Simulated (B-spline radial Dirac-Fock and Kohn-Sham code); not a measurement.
# Isotope-shift constants of the inner levels of Br

System: atomic bromine, configuration [Ar] 3d10 4s2 4p5.

The computed values come from a radial B-spline solver: first-order field-shift and mass-shift constants from Dirac-Fock ground and hole states with a Fermi nucleus; the mass shift has no relativistic recoil terms. A binding energy shifts by δE = F·δ⟨r²⟩ + (K_N + K_S)·δ(1/M); F is taken for a change of radius at fixed skin thickness and so holds the higher radial moments.

```
     level  F (meV/fm²)  K_N (meV u)  K_S (meV u)
    K (1s)       -13.34        -7412         3106
   L1 (2s)       -1.368       -987.0       -213.9
L2 (2p1/2)      0.09872       -882.2         1048
L3 (2p3/2)       0.1089       -856.2        982.1
   M1 (3s)      -0.2165       -147.4       -92.25
M2 (3p1/2)      0.02047       -110.5        112.4
M3 (3p3/2)      0.02220       -106.7        96.39
M4 (3d3/2)      0.01696       -42.59        83.21
M5 (3d5/2)      0.01678       -42.00        81.83
```

Line shifts in meV from A = 79 (mass 78.9183 u, rms radius 4.1629 fm); radii from Angeli and Marinova (2013).

| A | mass (u) | radius (fm) | Kα1 | Kα2 | Kβ1 | Lα1 |
| --- | --- | --- | --- | --- | --- | --- |
| 81 | 80.9163 | 4.1599 | ? | ? | ? | ? |

Q: What are the shifts for A = 81?

A: Kα1 +1.72 meV (field +0.34, mass +1.39); Kα2 +1.73 meV (field +0.34, mass +1.40); Kβ1 +1.68 meV (field +0.33, mass +1.34); Lα1 -0.03 meV (field 0.00, mass -0.03).
